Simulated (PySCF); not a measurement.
# Magnetisability: `CC(=S)C1=CC=C[SiH2]1`, C₆H₈SSi

Geometry (Å), atoms numbered from 1 in this order:
```xyz
16

C    -2.548   -0.124   -0.464
C    -1.494    0.118    0.567
S    -1.913    0.478    2.120
C    -0.116    0.045    0.241
C     0.420   -0.237   -0.977
C     1.860   -0.248   -1.041
C     2.510    0.021    0.104
Si    1.273    0.342    1.500
H    -2.448    0.592   -1.280
H    -3.536   -0.022   -0.022
H    -2.445   -1.126   -0.880
H    -0.160   -0.445   -1.864
H     2.350   -0.465   -1.981
H     3.585    0.037    0.158
H     1.330   -0.677    2.542
H     1.323    1.717    1.984
```

Method: PySCF 2.14.0, GIAO KT3/pcSseg-1 magnetisability, rotational g tensor and spin-rotation constants, non-relativistic, gas phase. Geometry: GFN2-xTB.

(1) How diamagnetic is it, and how anisotropic?

(2) Split it along the inertial axes a, b, c into diamagnetic and paramagnetic parts about the centre of mass, with the quadrupole moment.

(3) And the rotational g tensor?

Answers

(1) Isotropic -1099 × 10⁻³⁰ J/T², or -66.2 × 10⁻⁶ cm³/mol; principal values -1470, -1042, -785 × 10⁻³⁰ J/T², anisotropy 600 × 10⁻³⁰ J/T² (root of half the summed squared differences of the principal values). The susceptibility is in cgs units.

(2) 
```
axis  χ (10⁻⁶ cm³/mol)  diamagnetic (10⁻⁶ cm³/mol)  paramagnetic (10⁻⁶ cm³/mol)  summed x² of all electrons (Å²)  quadrupole Θ (D Å)
   a             -57.9                      -589.3                        531.4                            261.9               -2.10
   b             -52.1                     -1187.4                       1135.4                            120.9               +6.31
   c             -88.5                     -1624.1                       1535.5                             18.0               -4.21
```
Anisotropies 2χaa − χbb − χcc = +24.7 and 2χbb − χaa − χcc = +42.4 × 10⁻⁶ cm³/mol. Θ is traceless in Buckingham's convention.

(3) 
| axis | rotational constant (GHz) | g | nuclear part | electronic part |
| --- | --- | --- | --- | --- |
| a | 2.6556 | -0.0620 | 0.6009 | -0.6629 |
| b | 1.0942 | -0.0311 | 0.5525 | -0.5836 |
| c | 0.7860 | -0.0066 | 0.5605 | -0.5670 |

Asymmetric top; isotopes 12C, 1H, 32S, 28Si; no vibrational averaging.
